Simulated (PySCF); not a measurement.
Al(Me)(H) (CH₄Al), SMILES [CH3][AlH+], charge +1.

Geometry optimised at PBE0-D3(BJ)/def2-TZVP. The spin state was assumed, not searched. The isomer is the one that the SMILES or the coordinates give; other isomers of the formula were not compared.

Calculation: TDDFT-M06-2X/def2-TZVPD (PySCF 2.14.0).

Vertical excitations; the highest root listed may be one member of a degenerate set.  State labels are in the subgroup Cs.

Computed UV-visible absorptions:
| state | symmetry | energy (eV) | λ (nm) | f | main pairs |
|---|---|---|---|---|---|
| S1 | A' | 5.84 | 212 | 0.000 | HOMO→LUMO (degenerate set) |
| S2 | A" | 5.84 | 212 | 0.000 | HOMO→LUMO+1 (degenerate set) |
| S3 | A' | 7.53 | 165 | 0.431 | HOMO→LUMO+2 89 % |
| S4 | A" | 8.62 | 144 | 0.000 | HOMO−1→LUMO+1 49 %, HOMO−2→LUMO 49 % |
| S5 | A" | 8.70 | 142 | 0.000 | HOMO−2→LUMO, HOMO−1→LUMO+1, HOMO−2→LUMO+2 (degenerate set) |
| S6 | A' | 8.70 | 142 | 0.000 | HOMO−1→LUMO, HOMO−2→LUMO+1, HOMO−1→LUMO+2 (degenerate set) |
| S7 | A' | 8.91 | 139 | 0.003 | HOMO−1→LUMO+2 (degenerate set) |
| S8 | A" | 8.91 | 139 | 0.003 | HOMO−2→LUMO+2 (degenerate set) |
| S9 | A' | 9.22 | 134 | 0.380 | HOMO−2→LUMO+1 40 %, HOMO−1→LUMO 40 %, HOMO→LUMO+2 8 % |
| S10 | A' | 9.78 | 127 | 0.305 | HOMO−3→LUMO 93 % |
| T1 | A' | 5.41 | 229 | 0 | HOMO→LUMO+2 95 % |
| T2 | A' | 5.42 | 229 | 0 | HOMO→LUMO (degenerate set) |
| T3 | A" | 5.42 | 229 | 0 | HOMO→LUMO+1 (degenerate set) |
| T4 | A" | 7.78 | 159 | 0 | HOMO−3→LUMO+1 94 % |
Triplets are in the Tamm–Dancoff approximation, which puts them higher than full response would, so one can lie above its singlet here.
